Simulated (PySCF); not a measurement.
Compound: C6H16N2Si.
Numbering: `[CH3:1][C:2]([CH3:3])([CH3:4])[C@H:5]1[CH2:6][NH:7][SiH2:8][NH:9]1`

Definitions: NICS(0) = −σiso at the ring centroid; NICS(1) = −σiso and NICS(1)zz = −σzz at ±1 Å along the ring normal z. Level: GIAO PBE0/pcSseg-1 (PySCF, non-relativistic, gas phase) on the GFN2-xTB geometry, one conformer.

Ring bond lengths (Å), with Mayer bond orders in brackets: C5–C6 1.535 (1.02), C6–N7 1.447 (0.96), N7–Si8 1.719 (0.99), Si8–N9 1.718 (0.98), N9–C5 1.450 (0.94).

Q: What do the NICS probes read (ppm)?

A: 
| ring | type | NICS(0) | NICS(1), two faces | NICS(1)zz, two faces | rms pucker (Å) | centre to ring atoms, mean (Å) |
| --- | --- | --- | --- | --- | --- | --- |
| C5–C6–N7–Si8–N9 | 5-membered ring with 2 N and Si; formal bonds all single | -7.8 | -3.2 / -2.7 | -2.5 / -3.1 | 0.14 | 1.32 |

Q: What can be read from them?

A: 
- C5–C6–N7–Si8–N9: mean NICS(1)zz -2.8 ppm, near zero. C5, C6, Si8 have four or more neighbours, and the NICS criterion for π rings isn't applied.

Q: At the first NICS(1) probe listed for ring C5–C6–N7–Si8–N9, 1 Å off the ring, what do the in-plane components average?

A: The isotropic value is a third of the trace: (3 × -3.2 − (-2.5))/2 = -3.6 ppm.

Q: List the ring angles and the Hirshfeld charges of the ring atoms.

A: 
- C5–C6–N7–Si8–N9: C5 105.4° (+0.021 e), C6 106.5° (-0.028 e), N7 111.7° (-0.256 e), Si8 92.0° (+0.396 e), N9 113.1° (-0.239 e); sum 528.7° against 540° for a flat convex ring.
